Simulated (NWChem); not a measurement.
Atomisation of C₃H₇NSi

```
C
C 1 1.3328
H 2 1.0948 1 121.77
H 2 1.0976 3 116.25 1 180.00
C 1 1.5378 2 129.48 3 180.00
H 5 1.1094 1 112.32 2 60.58
H 5 1.1094 6 107.38 1 123.96
N 5 1.4705 6 113.88 7 127.05
H 8 1.0104 5 122.51 6 -61.79
Si 8 1.7376 9 140.11 5 180.00
H 10 1.4982 8 117.86 9 -64.61
H 10 1.4982 11 106.01 8 -134.56
```
Charge 0, spin multiplicity 1.

All runs are NWChem calculations. The geometry was optimised at B3LYP/def2-SVP, a minimum by its harmonic frequencies. It is one conformer; others weren't searched.

Basis set: def2-SVP. The atomisation energy is electronic alone: no zero-point, thermal, spin-orbit or counterpoise terms. No value is extrapolated to the basis-set limit. Free atoms are single determinants with multiplicities C 3, N 4, Si 3, H 2.

B3LYP has NWChem's definition, with VWN1-RPA local correlation. The structure started from a generated list of species. The stability of the SCF solutions was not checked. Open-shell Hartree-Fock references start from PBE0 orbitals.

Q: Order these methods by the atomisation energy they give, lowest first: HF, BHandHLYP, PBE0, PBE, B3LYP.

A: HF (806.4 kcal/mol), BHandHLYP (1074.1 kcal/mol), B3LYP (1101.9 kcal/mol), PBE0 (1113.4 kcal/mol), PBE (1131.3 kcal/mol)
